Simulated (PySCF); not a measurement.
Electronic absorption of C3H2ClN3O2Si

Species: C3H2ClN3O2Si.
Bonds: N1–C2 (triple), C2–C3, C3–N4 (aromatic), N4–C5 (aromatic), C5–O6, O6–Si7, Si7–Cl8, C5–N9 (aromatic), N9–O10 (aromatic), C3–O10 (aromatic). Hydrogens: H11, H12 on Si7.

Computed, not measured: PySCF, TDDFT B3LYP/def2-SVPD, vertical, gas phase, core orbitals frozen in the response. One conformer (not necessarily the lowest) at the PBE0-D3(BJ)/def2-SVP geometry, without solvent, vibrations or thermal averaging. Torsions of this conformer, `[N:1]#[C:2][c:3]1[n:4][c:5]([O:6][SiH2:7][Cl:8])[n:9][o:10]1`: N4–C5–O6–Si7 -2°, C5–O6–Si7–Cl8 -177°.

**Question.** What does the calculation give for the low-lying excited states?

**Answer.** 

| state | E (eV) | ν̃ (cm⁻¹) | f | main configurations (H = HOMO, L = LUMO) |
| --- | --- | --- | --- | --- |
| S1 | 5.07 | 40910 | 0.112 | H→L (94%) |
| S2 | 5.25 | 42340 | 0.0036 | H-2→L (95%) |
| S3 | 5.82 | 46900 | 0.0067 | H-1→L (99%) |
| S4 | 6.13 | 49430 | 0.0000 | H-5→L (58%), H-3→L (33%) |
| S5 | 6.30 | 50820 | 0.0003 | H-3→L (62%), H-5→L (26%) |
| S6 | 6.36 | 51270 | 0.0004 | H→L+1 (80%) |

The lowest singlet comes at 244 nm (489 kJ/mol) in the ultraviolet; it is of moderate strength; its leading configuration is HOMO→LUMO (94%). The lowest level is also the most intense of those listed (f = 0.112). Löwdin shares by element: HOMO nitrogen 32% or more, oxygen 32%, carbon 12% or more (atoms not listed hold the other 24%); LUMO nitrogen 35% or more, carbon 21% or more, oxygen 14% or more (atoms not listed hold the other 30%). The oscillator strengths of these states sum to 0.123; summed over the whole spectrum of an exact calculation they would give the number of electrons, 88 (Thomas–Reiche–Kuhn). The listed states span 1.28 eV, and the widest gap between neighbours is 0.57 eV (S2 to S3). Weighted by f, the mean energy of these states is 5.13 eV. Only the lowest 6 singlets were computed, as vertical energies without vibronic structure.
